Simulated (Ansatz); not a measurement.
**Worked example: CHCl2I + C2H2F2 → CH2ClI + C2HClF2**

Species: CHCl2I (dichloroiodomethane) `ClC(Cl)I`, singlet; C2H2F2 `C=C(F)F`, singlet; CH2ClI (chloroiodomethane) `ClCI`, singlet; C2HClF2 `FC(F)=CCl`, singlet. The partners trade Cl for H; both sit on C, so the bond types are kept.

Shapes, held fixed at every level: PBE0-D4/def2-TZVP. Programs: Ansatz 0.2.0. The zero-point and thermal change to 298 K, harmonic and unscaled (PBE0-D4/def2-TZVP), is +1.9 kJ/mol.

At CCSD(T)/def2-TZVPP; 1 Eh = 2625.50 kJ/mol:

| species | energy (Eh) |
| --- | --- |
| CHCl2I | -1255.212443 |
| C2H2F2 | -276.719057 |
| CH2ClI | -796.094860 |
| C2HClF2 | -735.837595 |

**Question.** Work out ΔH(298 K) of the reaction at this level.

**Answer.** 
1. Products less reactants: (-796.094860) + (-735.837595) − [(-1255.212443) + (-276.719057)] = -0.000955 Eh = -2.5 kJ/mol.
2. With the thermal change: -2.5 + (+1.9) = -0.6 kJ/mol.

Other levels give -2.7 (PBE0-D4/def2-TZVPP) to +4.2 kJ/mol (MP2/def2-TZVPP). No measured value is set beside it here. For atoms past krypton def2 sets carry core potentials with scalar relativity. Correlated rows may include outer-core shells of I, which these sets cover unevenly.
